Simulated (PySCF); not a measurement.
This PySCF input asks for the NMR shieldings of SMILES BOBn1cccc1, C$_{4}$H$_{7}$B$_{2}$NO; the geometry comes from GFN2-xTB.

```python
import basis_set_exchange as bse
import numpy as np
from pyscf import gto, dft
from pyscf.prop import nmr

atoms = """
B     3.098805    0.420389   -0.368476
O     2.048098   -0.339308   -0.421595
B     0.955505   -1.052716   -0.466805
N    -0.331964   -0.422692   -0.282058
C    -1.556218   -1.048562   -0.303509
C    -2.538519   -0.132550   -0.091899
C    -1.903405    1.125483    0.069609
C    -0.565713    0.913676   -0.051556
H     3.505909    0.920225   -1.357578
H     3.638921    0.594503    0.667030
H     0.997445   -2.213457   -0.655913
H    -1.621931   -2.105647   -0.469557
H    -3.593396   -0.320966   -0.054579
H    -2.390060    2.063592    0.252676
H     0.252109    1.606021    0.006643
"""
names = dict.fromkeys(["B", "O", "N", "C", "H"], "pcSseg-1")
basis = {el: gto.basis.parse(bse.get_basis(n, elements=[el], fmt="nwchem")) for el, n in names.items()}
mol = gto.M(atom=atoms, basis=basis, charge=0, verbose=0)
mf = dft.RKS(mol, xc="PBE0")
mf.grids.level = 2
mf.grids.alignment = dft.numint.BLKSIZE   # the property module wants whole blocks of grid points
mf.conv_tol = 1e-9
mf.kernel()

calc = nmr.RKS(mf)   # GIAO
C = mf.mo_coeff
Co = C[:, mf.mo_occ > 0]
resp = mf.gen_response(singlet=True, hermi=2)
def vind(x):   # induced exchange potential for any number of trial vectors
    d = np.einsum("pi,xij,qj->xpq", C, 2 * x.reshape(-1, C.shape[1], Co.shape[1]), Co, optimize=True)
    return np.einsum("xpq,pi,qj->xij", resp(d - d.transpose(0, 2, 1)), C, Co, optimize=True).ravel()
mo1, _ = nmr.rhf.solve_mo1(calc, with_cphf=vind)
sigma = calc.kernel(mo1)
for i, s in enumerate(sigma):   # ppm
    w = np.linalg.eigvalsh((s + s.T) / 2)
    print("%2d %-2s iso %8.1f  s11 %8.1f  s22 %8.1f  s33 %8.1f" % (i, mol.atom_pure_symbol(i), w.mean(), *w))
```

Question: What are the results?

Answer: 
```
 0 B  iso     58.0  s11      7.8  s22     55.4  s33    110.8
 1 O  iso     59.4  s11    -66.1  s22     70.3  s33    174.1
 2 B  iso     77.7  s11     62.2  s22     71.0  s33     99.8
 3 N  iso     58.3  s11    -32.0  s22     14.5  s33    192.4
 4 C  iso     56.7  s11    -27.5  s22     62.4  s33    135.2
 5 C  iso     66.9  s11    -19.6  s22     59.1  s33    161.0
 6 C  iso     66.9  s11    -20.1  s22     58.3  s33    162.5
 7 C  iso     63.4  s11    -21.9  s22     67.9  s33    144.3
 8 H  iso     26.1  s11     25.7  s22     25.8  s33     26.9
 9 H  iso     26.1  s11     25.7  s22     25.8  s33     26.9
10 H  iso     26.5  s11     23.0  s22     27.4  s33     29.2
11 H  iso     24.7  s11     21.8  s22     26.0  s33     26.3
12 H  iso     25.0  s11     22.8  s22     25.6  s33     26.6
13 H  iso     25.0  s11     22.7  s22     25.6  s33     26.8
14 H  iso     24.7  s11     20.7  s22     25.6  s33     28.0
```

These numbers come from an equivalent density-fitted implementation of the same equations, which agrees with the script to about 0.01 ppm for H and up to a few tenths of a ppm for heavy atoms, so last digits may differ.

Size and cost of the density-fitted run: 171 basis functions, 48 s wall time on 1 thread of an Arm Neoverse N1, shared host; peak memory 0.76 GiB.
